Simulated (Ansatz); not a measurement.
Cartesian coordinates (Å):
```xyz
7

S     -0.2765     1.4075     0.5460
B      0.2340    -0.1818    -0.1550
S     -0.7459    -1.7064    -0.2031
S      1.8869    -0.3141    -0.8963
H     -1.5146     1.0513     0.9621
H     -1.8483    -1.2228     0.4135
H      2.2644     0.9662    -0.6671
```
Charge 0, multiplicity 1.

Level of theory: frozen-core CCSD(T)/cc-pVTZ // PBE-D3(BJ)/def2-TZVP (Ansatz, a quantum-chemistry and plane-wave program).

```json
{
  "HF energy": "-1219.17196 Ha",
  "MP2 correlation energy": "-0.63229 Ha"
}
```

### Question
Estimate the CCSD correlation energy, the (T) correction, the total energy and the T1 diagnostic.

### Answer

| Property | Result |
|---|---|
| CCSD correlation energy | -0.68470 Ha |
| (T) correction | -0.03388 Ha |
| CCSD(T) total energy | -1219.89054 Ha |
| T1 diagnostic | 0.013 |
